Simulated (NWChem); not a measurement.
C2H4Cl2Si; SMILES [SiH3]C=C(Cl)Cl

Program: NWChem. All runs use the structure optimised with PBE0/def2-SVP. Hybrids' shares of exact exchange are those that their runs print; pure functionals count as 0. The functionals differ in more than this share.

```csv
row,share of exact exchange,highest occupied level (eV)
PBE/def2-TZVP,0.00,-6.49
BLYP/def2-TZVP,0.00,-6.32
TPSSh/def2-TZVP,0.10,-7.01
B3LYP/def2-TZVP,0.20,withheld
Hartree-Fock/def2-TZVP,1.00,-10.14
```

Task: Fit a straight line of the last column on the one before it, predict the withheld value, and compare with the run.

Result: 
1. Means of the 4 shown rows: x = 0.275, y = -7.490. Slope Σ(x − x̄)(y − ȳ)/Σ(x − x̄)² = -2.602/0.7075 = -3.678; intercept -6.479.
2. The shown rows scatter about the line by 0.114 (root mean square); the largest residual is -0.16, at TPSSh/def2-TZVP.
3. At x = 0.20 (B3LYP/def2-TZVP; inside the shown range) the line gives -7.21.
4. The run gives -7.41, -0.20 from the line, 1.7 times the scatter.
